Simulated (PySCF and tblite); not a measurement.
The numbers below are computed, except where a source is named.
System: C₉H₈, numbered as in [CH:1]#[C:2]/[CH:3]=[CH:4]/[C:5]([CH3:6])=[CH:7]/[C:8]#[CH:9].

Motion: rotation about the C4–C5 bond (torsion C3–C4–C5–C6 from 0° to 180°, rising). GFN2-xTB gives an electronic barrier of 6.1 kcal/mol and a reaction energy of 1.2 kcal/mol.

Question: What does BP86/pcSseg-1 + D3(BJ) give on GFN2-xTB geometries?

Answer: A barrier of 9.1 kcal/mol, 3.0 above the tight-binding barrier (from unrounded values), a reaction energy of 3.9 kcal/mol and, with GFN2-xTB thermal terms, ΔG‡(298 K) = 8.7 kcal/mol and k = 5.1×10⁶ s⁻¹ (2 equivalent paths).

Programs: tblite and PySCF.
